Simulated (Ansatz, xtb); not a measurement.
## Two isomers of C2H6F2Ge

Structure I is `C[CH2][GeH]([F])[F]`, a singlet and structure II is `FC[CH2][GeH2][F]`, a singlet. Both are isolated molecules in the gas phase, relaxed with PBE-D3(BJ)/def2-SVP; the shapes shown needn't be the lowest conformers.

I (Å):

```tsv
atom	x (Å)	y (Å)	z (Å)
C	-2.2710	-0.3766	1.5904
C	-1.0685	-1.3237	1.5148
F	0.6951	0.9785	0.7868
F	1.8046	-1.5641	0.6007
Ge	0.3219	-0.6714	0.3118
H	-3.0295	-0.7505	2.3077
H	-2.7746	-0.2677	0.6077
H	-1.9631	0.6356	1.9196
H	-0.5779	-1.4485	2.5026
H	-1.3576	-2.3389	1.1702
H	0.0879	-0.6538	-1.2193
```

II (Å):

```yaml
atoms:
  - { symbol: C, position_ang: [0.5040, -0.7097, -1.8759] }
  - { symbol: C, position_ang: [1.8018, -0.2088, -2.4798] }
  - { symbol: F, position_ang: [0.1080, 0.1572, -0.8494] }
  - { symbol: F, position_ang: [2.8496, 2.0679, -4.1006] }
  - { symbol: Ge, position_ang: [1.6926, 1.7348, -2.8047] }
  - { symbol: H, position_ang: [-0.3088, -0.7320, -2.6361] }
  - { symbol: H, position_ang: [0.6021, -1.7290, -1.4412] }
  - { symbol: H, position_ang: [2.0136, -0.7060, -3.4487] }
  - { symbol: H, position_ang: [2.6629, -0.3992, -1.8075] }
  - { symbol: H, position_ang: [2.1477, 2.5959, -1.6019] }
  - { symbol: H, position_ang: [0.3004, 2.1431, -3.3552] }
```

Q: Which of the two would you expect CCSD(T)/def2-SVP + ΔMP2/def2-TZVPP electronic energies to favour?

A: Structure I; the calculation gives E(II) − E(I) = +153.7 kJ/mol.

How the difference moves with the method:

```json
{"level": "GFN2-xTB", "geometry": "GFN2-xTB", "E(II) − E(I) (kJ/mol)": "+127.4", "departure from the last row (kJ/mol)": "−26.3", "job, with rough time for the two": "optimisation, 0.1 s"}
{"level": "HF/STO-3G", "geometry": "GFN2-xTB", "E(II) − E(I) (kJ/mol)": "+48.5", "departure from the last row (kJ/mol)": "−105.2", "job, with rough time for the two": "single point, 0.4 s"}
{"level": "r2SCAN-D4/def2-SVP", "geometry": "GFN2-xTB", "E(II) − E(I) (kJ/mol)": "+144.8", "departure from the last row (kJ/mol)": "−8.9", "job, with rough time for the two": "single point, 3.8 s"}
{"level": "PBE-D3(BJ)/def2-SVP", "geometry": "PBE-D3(BJ)/def2-SVP", "E(II) − E(I) (kJ/mol)": "+139.4", "departure from the last row (kJ/mol)": "−14.3", "job, with rough time for the two": "optimisation, 37 s"}
{"level": "HF/def2-SVP", "geometry": "PBE-D3(BJ)/def2-SVP", "E(II) − E(I) (kJ/mol)": "+140.5", "departure from the last row (kJ/mol)": "−13.2", "job, with rough time for the two": "part of the CCSD(T) run"}
{"level": "MP2/def2-SVP", "geometry": "PBE-D3(BJ)/def2-SVP", "E(II) − E(I) (kJ/mol)": "+158.6", "departure from the last row (kJ/mol)": "+4.9", "job, with rough time for the two": "part of the CCSD(T) run"}
{"level": "CCSD(T)/def2-SVP", "geometry": "PBE-D3(BJ)/def2-SVP", "E(II) − E(I) (kJ/mol)": "+147.8", "departure from the last row (kJ/mol)": "−5.9", "job, with rough time for the two": "single point"}
{"level": "CCSD(T)/def2-SVP + ΔMP2/def2-TZVPP", "geometry": "PBE-D3(BJ)/def2-SVP", "E(II) − E(I) (kJ/mol)": "+153.7", "departure from the last row (kJ/mol)": "", "job, with rough time for the two": "single point, 57 s"}
```

As drawn, II has 1 C–F, 1 Ge–H in place of 1 F–Ge, 1 C–H.

None of the levels shown reverses the order. The largest departure from CCSD(T)/def2-SVP + ΔMP2/def2-TZVPP is that of HF/STO-3G, 105.2 kJ/mol. The last row adds to CCSD(T) the change of the MP2 difference between the two basis sets, here +5.9 kJ/mol.

With harmonic frequencies from PBE-D3(BJ)/def2-SVP (ideal gas, rigid rotor, one conformer each, 298.15 K, 1 atm): on the last row, ΔE + ΔZPE = +149.6 kJ/mol. A mode under 50 cm⁻¹ makes harmonic enthalpies and free energies unreliable, so none is given.

The correlated steps freeze 13 core orbitals; the filled d shell of Ge is correlated, in a basis made for valence electrons. Programs: Ansatz 0.2.0, xtb 6.7.1; the last row on 2 threads of Arm Neoverse V2 on a shared host.
